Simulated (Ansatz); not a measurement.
Ideal-gas functions of ClCrHO3, SMILES `[O]=[Cr](=[O])([OH])[Cl]` at 298.15 K and 1 bar, from an Ansatz frequency run at PBE0-D4/def2-TZVP.

Molar mass 136.45 g/mol, point group C1 (symmetry number 1), electronic degeneracy 1, moments of inertia 114.598, 207.83, 219.096 u Å². Harmonic wavenumbers (cm⁻¹, unscaled): 194, 230, 294, 306, 390, 413, 505, 770, 799, 1130, 1141, 3833.

Use S(trans) = R[1.5 ln M + 2.5 ln T − 1.1517]; rotational temperatures θ = 24.2544 K / I; S(rot) = R[ln(√π/σ · √(T³/θAθBθC)) + 1.5]; for each mode x = 1.438777 ν̃/T, S = R[x/(eˣ − 1) − ln(1 − e⁻ˣ)] and H = RT x/(eˣ − 1); 1 cm⁻¹ = 0.0119627 kJ/mol; R = 8.31446 J/(mol·K).

Task: By hand: the entropy, in J/(mol·K).

Result: Translation 170.2. Rotation: θ = 0.2116, 0.1167, 0.1107 K, giving 112.8. Vibration, mode by mode: 9.16, 7.86, 6.07, 5.79, 4.18, 3.83, 2.70, 0.98, 0.87, 0.23, 0.22, 0.00, in all 41.9. Electronic 0.0. Sum 324.9 J/(mol·K).

Task: By hand: H − E and G − E in kJ/mol, counted from the electronic energy.

Result: Zero-point energy ½ × 10005 × 0.0119627 = 59.8; thermal vibration 7.8; translation, rotation and pV give 4 RT = 9.9. H − E = 77.5 kJ/mol, and G − E = 77.5 − 298.15 × 324.9/1000 = -19.4 kJ/mol.

Vibration gives 13 % of the entropy. The sum counts one conformer and one mirror image; others add a mixing term.
